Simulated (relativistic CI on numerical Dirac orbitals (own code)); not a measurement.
## Judd-Ofelt analysis for Pm4+

These numbers are calculated, not measured: Dirac-Coulomb-Breit CI, separate exchange-only KLI orbitals for each configuration, model QED, valence Slater integrals scaled by 0.75 (own radial code, finite nucleus).

Configuration 4f³ alone, in intermediate coupling. Take Ω₂ = 7.79, Ω₄ = 5.77, Ω₆ = 1.51 (10⁻²⁰ cm²) and refractive index n = 1.55 as given. A_ED = 64π⁴e²ν³ n(n² + 2)²/[27h(2J + 1)] Σ Ω_λ |U^λ|², in Gaussian units with ν in cm⁻¹, and A_MD is n³ times the free-ion magnetic-dipole rate; a dash marks a rate that is forbidden or under 2 % of the level's free-ion decay.

Emitting level ⁴I°15/2 at 7454 cm⁻¹ (radiative decay alone: multiphonon quenching in a host is left out, and the level can lie too high or too low):

```
     To  ν (cm⁻¹)  U² squared  U⁴ squared  U⁶ squared  Free-ion A(M1) (s⁻¹)
 ⁴I°9/2      7454      0.0000      0.0000      0.0478                     -
⁴I°11/2      5035      0.0000      0.0103      0.4220                     -
⁴I°13/2      2533      0.0193      0.1198      1.4354                 0.518
```

**Question.** Give the rates, branching ratios and the radiative lifetime.

**Answer.** The rates are:

| To | λ (nm) | A_ED (s⁻¹) | A_MD (s⁻¹) | β (%) |
| --- | --- | --- | --- | --- |
| ⁴I°9/2 | 1341 | 4.51 | 0 | 16.6 |
| ⁴I°11/2 | 1986 | 13.4 | 0 | 49.3 |
| ⁴I°13/2 | 3948 | 7.38 | 1.93 | 34.2 |

τ_rad = 3.67e-02 s. Computed level positions enter as ν³, so measured ones would change the rates. For the strongest line (1986 nm) and an assumed effective width Δλ = 120 nm (300 cm⁻¹), the Füchtbauer-Ladenburg formula σ = λ⁴A/(8πcn²Δλ) gives a peak emission cross-section of 0.098 × 10⁻²⁰ cm².
